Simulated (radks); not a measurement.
Spherical quantum dot in the effective-mass picture: electrons in a hard-walled sphere of radius 5.92, all in effective atomic units (hartree* = m*/eps^2 hartree, bohr* = eps/m* bohr), one dielectric constant everywhere. Calculated with a radial shooting solver with Libxc functionals: non-relativistic Kohn-Sham, PBE, spin-polarised, spherical densities. Levels are named by radial order and angular momentum (1s, 1p, 1d, 2s, ...), and open shells are averaged over m.

N = 10, configuration 1s2 1p6 1d(up 2, down 0). This is the lowest configuration that the search found. Occupied and some empty levels:

level,occupation,eigenvalue (hartree*),<r> (bohr*)
1s up,1,2.2154,3.900
1s down,1,2.2368,3.862
1p up,3,2.2939,4.063
1p down,3,2.3173,4.041
1d up,2,2.4283,4.206
1d down,0,2.4536,4.192
1f up,0,2.6108,4.326
1f down,0,2.6375,4.317
2s up,0,2.7386,2.715
2s down,0,2.7457,2.721
2p up,0,2.9777,3.132
2p down,0,2.9879,3.129

Energy (hartree*): total 12.5315, kinetic 3.5622, external 0, Hartree 11.301, exchange-correlation -2.3315.
